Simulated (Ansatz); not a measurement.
Harmonic frequencies (cm⁻¹) at PBE0-D4/def2-TZVP from Ansatz: 80, 161, 179, 230, 263, 269, 331, 332, 429, 446, 460, 638, 788, 862, 868, 1040, 1199, 1204.

(1) Which molecule is it?
A. `FC(F)(F)C(Cl)Cl`
B. `Oc1ccncc1`
C. `FC(F)(Cl)C(Cl)(Cl)Cl`
D. `O=NO`

Answers

(1) C.
